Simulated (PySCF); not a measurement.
## Working out the ionisation energy of Pb⁺

Pb⁺ [Xe] 4f14 5d10 6s2 6p1 (2P) → Pb²⁺ [Xe] 4f14 5d10 6s2 (1S). Calculation: PySCF 2.14, in aug-cc-pVQZ-PP with ECP60MDF (7s7p5d3f2g, 92 functions); a scalar-relativistic core potential. Frozen: 5s2 5p6 5d10. Energies in hartree (1 hartree = 27.21139 eV):

| part | Pb⁺ (lower) | Pb²⁺ (upper) |
| --- | --- | --- |
| UHF | -191.594980 | -191.109541 |
| MP2 opposite-spin | -0.027328 | -0.021788 |
| MP2 same-spin | -0.002258 | 0.000000 |

What does Hartree-Fock give?

(-191.109541) − (-191.594980) = 0.485439 hartree = 13.209 eV.

What do MP2 and SCS-MP2 (6/5 opposite-spin, 1/3 same-spin) give?

The opposite-spin parts differ by 0.151 eV and the same-spin parts by 0.061 eV. MP2: 13.209 + (0.151) + (0.061) = 13.421 eV. SCS-MP2: 13.209 + 1.2 × (0.151) + (0.061)/3 = 13.411 eV.

Measured between the centres of the two terms (NIST): 13.869 eV, so MP2 (valence) is off by -0.448 eV.

What remains against the reference includes basis incompleteness, the frozen core and correlation beyond second order.
